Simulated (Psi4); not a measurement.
dimethyl telluride (C$_{2}$H$_{6}$Te), singlet, at a GFN2-xTB geometry (all electrons, no relativity); PBE/3-21G (Psi4).

Here is a job for Psi4.
```
memory 2 GB

molecule mol {
0 1
  C     1.514040   -0.618147    0.973610
  Te    0.016371    0.196487   -0.354009
  C    -1.602055   -0.438292    0.929332
  H     1.380117   -1.687451    1.076459
  H     2.488665   -0.418553    0.549943
  H     1.443433   -0.149270    1.946781
  H    -1.594990   -1.515734    1.034184
  H    -2.534860   -0.128604    0.478562
  H    -1.505569    0.020941    1.904878
symmetry c1
}

set basis 3-21g
set reference rks
set scf_type pk

energy('pbe')
print_variables()
```

It wrote (shortened):

```
   => Loading Basis Set <=

    Name: 3-21G
    Role: ORBITAL
    Keyword: BASIS

         ---------------------------------------------------------
                                   SCF
               by Justin Turney, Rob Parrish, Andy Simmonett
                          and Daniel G. A. Smith
                              RKS Reference
         ---------------------------------------------------------

  ==> Geometry <==

    Molecular point group: c1
    Full point group: C1

    Geometry (in Angstrom), charge = 0, multiplicity = 1:

       Center              X                  Y                   Z               Mass
    ------------   -----------------  -----------------  -----------------  -----------------
         C            1.509383751692    -0.674029569249     1.074309207290    12.000000000000
         TE           0.011714751692     0.140604430751    -0.253309792710   129.906222748000
         C           -1.606711248308    -0.494174569249     1.030031207290    12.000000000000
         H            1.375460751692    -1.743333569249     1.177158207290     1.007825032230
         H            2.484008751692    -0.474435569249     0.650642207290     1.007825032230
         H            1.438776751692    -0.205152569249     2.047480207290     1.007825032230
         H           -1.599646248308    -1.571616569249     1.134883207290     1.007825032230
         H           -2.539516248308    -0.184486569249     0.579261207290     1.007825032230
         H           -1.510225248308    -0.034941569249     2.005577207290     1.007825032230

  Running in c1 symmetry.

  Rotational constants: A =      0.26638  B =      0.20249  C =      0.12021 [cm^-1]
  Rotational constants: A =   7985.80481  B =   6070.36456  C =   3603.81955 [MHz]
  Nuclear repulsion =  245.740776533038229

  Charge       = 0
  Multiplicity = 1
  Electrons    = 70
  Nalpha       = 35
  Nbeta        = 35

  ==> Algorithm <==

  SCF Algorithm Type is PK.
  DIIS enabled.
  MOM disabled.
  Fractional occupation disabled.
  Guess Type is SAD.
  Energy threshold   = 1.00e-06
  Density threshold  = 1.00e-06
  Integral threshold = 1.00e-12

  ==> Primary Basis <==

  Basis Set: 3-21G
    Blend: 3-21G
    Number of shells: 35
    Number of basis functions: 63
    Number of Cartesian functions: 63
    Spherical Harmonics?: false
    Max angular momentum: 2

  ==> DFT Potential <==

   => LibXC <=

    Version 7.1.2
    S. Lehtola, C. Steigemann, M. J. T. Oliveira, and M. A. L. Marques,  SoftwareX 7, 1–5 (2018) (10.1016/j.softx.2017.11.002)

   => Composite Functional: PBE <=

    PBE GGA Exchange-Correlation Functional

    J.P. Perdew et. al., Phys. Rev. Lett., 77(18), 3865-3868, 1996

    Deriv               =              1
    GGA                 =           TRUE
    Meta                =          FALSE

    Exchange Hybrid     =          FALSE
    MP2 Hybrid          =          FALSE

   => Exchange Functionals <=

    1.0000     XC_GGA_X_PBE

   => Correlation Functionals <=

    1.0000     XC_GGA_C_PBE

   => LibXC Density Thresholds  <==

    XC_GGA_C_PBE:  1.00E-12
    XC_GGA_X_PBE:  1.00E-15

   => Molecular Quadrature <=

    Radial Scheme          =       TREUTLER
    Pruning Scheme         =           NONE
    Nuclear Scheme         =       TREUTLER

    Blocking Scheme        =         OCTREE
    BS radius alpha        =              1
    Pruning alpha          =              1
    Radial Points          =             75
    Spherical Points       =            302
    Total Points           =         193526
    Total Blocks           =           1502
    Max Points             =            256
    Max Functions          =             61
    Weights Tolerance      =       1.00E-15

  ==> Integral Setup <==

  Using in-core PK algorithm.
   Calculation information:
      Number of atoms:                   9
      Number of AO shells:              35
      Number of primitives:             69
      Number of atomic orbitals:        63
      Number of basis functions:        63

      Integral cutoff                 1.00e-12
      Number of threads:                 1

  Performing in-core PK
  Using 4066272 doubles for integral storage.
  We computed 171608 shell quartets total.
  Whereas there are 198765 unique shell quartets.

  ==> DiskJK: Disk-Based J/K Matrices <==

    J tasked:                  Yes
    K tasked:                   No
    wK tasked:                  No
    Schwarz Cutoff:          1E-12

  Minimum eigenvalue in the overlap matrix is 1.2828239039E-03.
  Reciprocal condition number of the overlap matrix is 2.9131346131E-04.
    Using symmetric orthogonalization.

  ==> Pre-Iterations <==

  SCF Guess: Superposition of Atomic Densities via on-the-fly atomic UHF (no occupation information).

   -------------------------
    Irrep   Nso     Nmo
   -------------------------
     A         63      63
   -------------------------
    Total      63      63
   -------------------------

  ==> Iterations <==

                        Total Energy        Delta E     RMS |[F,P]|

   @RKS iter SAD: -6661.26724458890658   -6.66127e+03   0.00000e+00
   @RKS iter   1: -6664.19395877297666   -2.92671e+00   1.36536e-02 DIIS/ADIIS
   @RKS iter   2: -6663.95283419519183    2.41125e-01   1.53844e-02 DIIS/ADIIS
   @RKS iter   3: -6664.50633603964434   -5.53502e-01   3.62257e-03 DIIS/ADIIS
   @RKS iter   4: -6664.53631972264066   -2.99837e-02   1.05418e-03 DIIS/ADIIS
   @RKS iter   5: -6664.54008902123678   -3.76930e-03   1.46665e-04 DIIS/ADIIS
   @RKS iter   6: -6664.54016440905434   -7.53878e-05   4.35756e-06 DIIS
   @RKS iter   7: -6664.54016446703008   -5.79757e-08   1.11638e-06 DIIS
   @RKS iter   8: -6664.54016447142749   -4.39741e-09   1.55409e-07 DIIS
  Energy and wave function converged.

  ==> Post-Iterations <==

   Electrons on quadrature grid:
      Ntotal   =   69.9999900232 ; deviation = -9.977e-06

    Orbital Energies [Eh]
    ---------------------

    Doubly Occupied:

       1A   -1110.600546     2A   -166.372105     3A   -155.553508
       4A   -155.552887     5A   -155.550918     6A    -33.076462
       7A    -28.473669     8A    -28.471948     9A    -28.467073
      10A    -20.728961    11A    -20.728111    12A    -20.724755
      13A    -20.723604    14A    -20.723434    15A     -9.844401
      16A     -9.844379    17A     -5.574930    18A     -4.008862
      19A     -4.004127    20A     -3.991201    21A     -1.598888
      22A     -1.597883    23A     -1.586859    24A     -1.583043
      25A     -1.581044    26A     -0.661231    27A     -0.628232
      28A     -0.486048    29A     -0.379739    30A     -0.375917
      31A     -0.366550    32A     -0.361018    33A     -0.292967
      34A     -0.255239    35A     -0.161529

    Virtual:

      36A     -0.032691    37A      0.020419    38A      0.101135
      39A      0.129282    40A      0.137622    41A      0.149965
      42A      0.163875    43A      0.166543    44A      0.307081
      45A      0.336960    46A      0.342771    47A      0.367895
      48A      0.562308    49A      0.662644    50A      0.693707
      51A      0.739642    52A      0.754261    53A      0.841689
      54A      0.969869    55A      0.972625    56A      0.995644
      57A      1.007083    58A      1.027076    59A      1.029034
      60A      1.593195    61A      1.596585    62A      3.515217
      63A    220.119815

    Final Occupation by Irrep:
              A
    DOCC [    35 ]
    NA   [    35 ]
    NB   [    35 ]

  @RKS Final Energy: -6664.54016447142749

   => Energetics <=

    Nuclear Repulsion Energy =            245.7407765330382290
    One-Electron Energy =               -9663.1139897011271387
    Two-Electron Energy =                2936.3345541405906260
    DFT Exchange-Correlation Energy =    -183.5015054439301423
    Empirical Dispersion Energy =           0.0000000000000000
    VV10 Nonlocal Energy =                  0.0000000000000000
    Total Energy =                      -6664.5401644714274880

Computation Completed

Properties will be evaluated at   0.000000,   0.000000,   0.000000 [a0]

Properties computed using the SCF density matrix

 Multipole Moments:

 ------------------------------------------------------------------------------------
     Multipole            Electronic (a.u.)      Nuclear  (a.u.)        Total (a.u.)
 ------------------------------------------------------------------------------------

 L = 1.  Multiply by 2.5417464519 to convert [e a0] to [Debye]
 Dipole X            :          0.5927106           -0.6159362           -0.0232255
 Dipole Y            :          7.1134062           -7.3921567           -0.2787505
 Dipole Z            :        -12.8183488           13.3205576            0.5022088
 Magnitude           :                                                    0.5748521

 ------------------------------------------------------------------------------------

  Variable Map:
  ----------------------------------------------------------------------------
  "CURRENT ENERGY"              =>   -6664.540164471427
  "CURRENT REFERENCE ENERGY"    =>   -6664.540164471427
  "DD SOLVATION ENERGY"         =>       0.000000000000
  "DFT FUNCTIONAL TOTAL ENERGY" =>   -6664.540164471427
  "DFT TOTAL ENERGY"            =>   -6664.540164471427
  "DFT VV10 ENERGY"             =>       0.000000000000
  "DFT XC ENERGY"               =>    -183.501505443930
  "GRID ELECTRONS ALPHA"        =>      34.999995011608
  "GRID ELECTRONS BETA"         =>      34.999995011608
  "GRID ELECTRONS TOTAL"        =>      69.999990023216
  "NUCLEAR REPULSION ENERGY"    =>     245.740776533038
  "ONE-ELECTRON ENERGY"         =>   -9663.113989701127
  "PCM POLARIZATION ENERGY"     =>       0.000000000000
  "PE ENERGY"                   =>       0.000000000000
  "SCF ITERATION ENERGY"        =>   -6664.540164471427
  "SCF ITERATIONS"              =>       8.000000000000
  "SCF TOTAL ENERGY"            =>   -6664.540164471427
  "TWO-ELECTRON ENERGY"         =>    2936.334554140591
  "XC GRID RADIAL POINTS"       =>      75.000000000000
  "XC GRID SPHERICAL POINTS"    =>     302.000000000000
  "XC GRID TOTAL POINTS"        =>  193526.000000000000

  Array Variable Map:
  ----------------------------------------------------------------------------
  "CURRENT DIPOLE"              =>      -0.023225546809 ... 0.502208779346 1 by 3
  "SCF DIPOLE"                  =>      -0.023225546809 ... 0.502208779346 1 by 3
  "SCF TOTAL ENERGIES"          =>   -6661.267244588907 ... -6664.540164471427 1 by 9
```
